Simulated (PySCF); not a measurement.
**Unknown compound**

An unknown has the formula C6H5FO. Its calculated NMR data are:

$^{1}$H NMR (300 MHz, computed): δ 7.02 (dd, J = 9.9, 8.0 Hz, 2H), 6.70 (dd, J = 9.9, 3.6 Hz, 2H), 3.69 (br s, 1H).

$^{13}$C{$^{1}$H} NMR (computed): δ 163.5 (C, d, J = 306.5 Hz), 157.6 (C), 121.7 (CH, d, J = 21.0 Hz), 118.8 (CH, d, J = 4.6 Hz).

Relativity neglected, gas phase, equivalent nuclei averaged, single conformer. Structure optimised with PBE0-D3(BJ)/def2-SVP; PBE0/pcSseg-1 with gauge-including orbitals; B3LYP/pcJ-1 coupling constants (spin–dipole term only in couplings to heteroatoms); PySCF.

Scale: TMS for $^{1}$H (σref 31.27), $^{13}$C (σref 184.41) (reference shieldings calculated alike).

Deduce the structure.

## Answers


The formula gives 4 degrees of unsaturation (1 ring in the answer). 4 carbon signals for 6 carbons: some carbons are equivalent by symmetry or fast rotation. Carbon types of the structure: 2 × C, 4 × CH, leaving 1 H on heteroatoms. δC 163.5: aromatic carbon bearing fluorine; σ withdrawal by the attached heteroatom moves it downfield of the ring CH carbons. δC 157.6: aromatic carbon bearing oxygen; the electronegative substituent deshields the carbon that carries it. δC 121.7, 118.8: aromatic CH. δH 7.02, 6.70: hydrogen on an aromatic CH. δH 3.69: hydrogen on a phenol-type oxygen; exchangeable, gas-phase position. The protons at 6.70 and 7.02 share a coupling of 9.9 Hz (vicinal, an ortho-type coupling).

The compound is `Oc1ccc(F)cc1`.

This is the structure that produced the data.

The OH or NH signal is concentration- and solvent-dependent in practice; the value given is the gas-phase one. C–F couplings over four or more bonds (about 3 Hz to the para carbon of a fluoroarene) are left out. Common functionals overestimate the size of one-bond C–F couplings by tens of Hz; these are unscaled. Splittings below 1 Hz are ignored in the labels, and close J values are merged. Couplings among chemically equivalent protons are left out too, so labels in AA′BB′ or AA′XX′ sets are apparent multiplicities. Unscaled 3J(H,H) at this level run about 9 % above measured values. Shifts are as computed. Against solution values, carbons near 30 ppm lie about +2 ppm off and those near 130 ppm about +4 ppm. Of 246 compounds with measured shifts, 49 miss one by over three times the rms of a fit or turn the order of signals round; such compounds aren't used in these exercises.
